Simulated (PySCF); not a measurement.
Cl2GeH2O2. Atoms are numbered in the order given.

```xyz
7

O     -0.1089     1.4640    -1.2309
Ge     0.0000     0.0000    -0.2659
O      0.1089    -1.4640    -1.2309
Cl    -1.7691    -0.0016     0.9272
Cl     1.7691     0.0016     0.9272
H      0.7340     1.6716    -1.6608
H     -0.7340    -1.6716    -1.6608
```

The structure is a stationary point at r2SCAN-D4/def2-SVP. One conformer was computed; it need not be the lowest.

Level of theory: TDA-ωB97X/def2-SVPD in PySCF.

Vertical excitations.  State labels are in the subgroup C2.

```csv
state,symmetry,energy (eV),λ (nm),f,main pairs
S1,B,7.19,173,0.006,HOMO→LUMO 78 %
S2,B,7.30,170,0.032,HOMO−1→LUMO 77 %
S3,A,7.35,169,0.005,HOMO−2→LUMO 80 %
S4,A,7.75,160,0.036,"HOMO−3→LUMO 59 %, HOMO−5→LUMO 19 %"
S5,B,7.88,157,0.084,HOMO−4→LUMO 79 %
S6,A,8.04,154,0.118,"HOMO−5→LUMO 62 %, HOMO−3→LUMO 18 %"
S7,B,8.80,141,0.130,"HOMO−6→LUMO 35 %, HOMO−1→LUMO+1 23 %, HOMO→LUMO+1 11 %, HOMO−4→LUMO 7 %"
S8,B,9.02,137,0.143,"HOMO−6→LUMO 41 %, HOMO→LUMO+1 19 %, HOMO−1→LUMO+1 13 %, HOMO−4→LUMO+1 7 %"
S9,A,9.16,135,0.001,"HOMO−1→LUMO+2 18 %, HOMO−2→LUMO+1 17 %, HOMO−5→LUMO+1 16 %, HOMO→LUMO+2 14 %"
S10,A,9.28,134,0.012,"HOMO−7→LUMO 33 %, HOMO−2→LUMO+1 28 %, HOMO−4→LUMO+2 13 %"
T1,B,6.65,186,0,HOMO→LUMO 76 %
T2,B,6.73,184,0,HOMO−1→LUMO 77 %
T3,A,6.80,182,0,HOMO−2→LUMO 78 %
T4,A,7.09,175,0,HOMO−3→LUMO 77 %
```
Triplets are in the Tamm–Dancoff approximation.
